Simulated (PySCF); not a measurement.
H7NO2Si2.

```xyz
12

N      1.3766     1.3960     0.0000
Si     0.4121    -0.0508     0.0000
O      0.7822    -0.8604    -1.4133
O      0.7822    -0.8604     1.4133
Si    -1.9159     0.1369     0.0000
H      1.3886     1.9816     0.8334
H      1.3886     1.9816    -0.8334
H      1.7243    -0.8900    -1.6390
H      1.7243    -0.8900     1.6390
H     -2.3633     0.8970    -1.2037
H     -2.5978    -1.1878     0.0000
H     -2.3633     0.8970     1.2037
```
Charge 0, spin multiplicity 1.

The structure is a stationary point at TPSSh-D3(BJ)/def2-SVP. This is a generated structure with no PubChem entry under its InChIKey; it may be hypothetical. One conformer was computed; it need not be the lowest.

Method: PySCF with HF/pcSseg-1. Non-relativistic, no solvent.

Problem. Give the absolute GIAO shielding of each atom: isotropic value and principal components (ppm). (An estimate is asked for; the answer gives what the named calculation found.)

Solution. 
| atom | σ(iso) | σ11 | σ22 | σ33 | span |
|---|---|---|---|---|---|
| N1 | 239.4 | 211.1 | 241.1 | 265.9 | 54.9 |
| Si2 | 416.9 | 397.7 | 412.8 | 440.1 | 42.4 |
| O3 | 277.3 | 245.7 | 266.4 | 319.9 | 74.2 |
| O4 | 277.3 | 245.7 | 266.4 | 319.9 | 74.2 |
| Si5 | 493.2 | 490.5 | 493.2 | 495.8 | 5.3 |
| H6 | 31.0 | 24.1 | 26.5 | 42.3 | 18.2 |
| H7 | 31.0 | 24.1 | 26.5 | 42.3 | 18.2 |
| H8 | 29.5 | 21.7 | 23.9 | 43.0 | 21.3 |
| H9 | 29.5 | 21.7 | 23.9 | 43.0 | 21.3 |
| H10 | 28.7 | 25.5 | 26.7 | 33.9 | 8.4 |
| H11 | 28.5 | 25.2 | 26.2 | 34.0 | 8.8 |
| H12 | 28.7 | 25.5 | 26.7 | 33.9 | 8.4 |
